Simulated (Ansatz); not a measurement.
Frontier orbitals of Br₃H₂NSi (`N[Si](Br)(Br)Br`).

The species carries charge 0 and has multiplicity 1. Correlated methods include outer-core shells of Br, which these sets cover unevenly. Scalar relativity is left out up to krypton. All single points use the PBE0-D4/def2-TZVP geometry. It is one conformer, not always the lowest. Basis def2-TZVPP, Ansatz.

Orbital energies of one run (eV). Highest occupied ones, from the top: -7.09, -7.39, -7.79, -7.94, -8.29, -8.29, -8.36, -10.16, -10.31, -11.29, -13.51, -13.96, -20.16, -20.31. Empty: -1.37, -0.08, 0.14, 0.56, 1.62, 2.17.

Which functional gave them?
A. r2SCAN
B. HSE06 (plane-wave form)
C. B3LYP
D. BLYP

A. HOMO energies: r2SCAN -7.09, B3LYP -7.85, HSE06 -7.73, BLYP -6.58 eV.

B3LYP here is the variant with VWN-RPA as its local correlation; programs differ in this.
